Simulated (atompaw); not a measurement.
Reading a pseudo-wave (La (Z = 57))

Columns: radius, all-electron u(r) and pseudo u(r) of the 5s shell (level -51.52 eV) of lanthanum in the configuration [Kr] 4d10 4f0 5s2 5p6 5d1 6s0 6p0; PBE, scalar-relativistic, PAW (atompaw) scheme, atompaw 4.2.0.5.

```csv
r (bohr),all-electron,pseudo
0.115,-0.0490,0.1337
0.231,0.3323,0.2654
0.346,-0.1042,0.3896
0.462,-0.4732,0.5058
0.577,-0.4776,0.6093
0.692,-0.2319,0.6990
0.808,0.1038,0.7737
0.923,0.4167,0.8310
1.038,0.6616,0.8710
1.154,0.8282,0.8936
1.269,0.9208,0.8989
1.385,0.9546,0.8880
1.500,0.9437,0.8627
1.615,0.9018,0.8247
1.731,0.8396,0.7758
1.846,0.7669,0.7193
1.962,0.6890,0.6570
2.077,0.6117,0.5922
2.192,0.5376,0.5270
2.308,0.4678,0.4629
2.423,0.4046,0.4028
2.538,0.3478,0.3473
2.654,0.2971,0.2970
2.769,0.2530,0.2529
2.885,0.2142,0.2142
3.000,0.1811,0.1811
```

(1) How many radial nodes do the two functions have?

(2) Where does each function peak?

(3) Is the pseudo-wave norm-conserving?

Results:

(1) The all-electron 5s function has n − l − 1 = 4 (the table is too coarse to show those close to the nucleus); the pseudo-wave has 0, since the states of the same l below it are removed with the core.

(2) Outermost all-electron maximum near 1.39 bohr, pseudo maximum near 1.27 bohr (to the table’s step).

(3) No, it belongs to a PAW set: the norm inside the radius is not constrained, and the difference is carried by the augmentation charge.
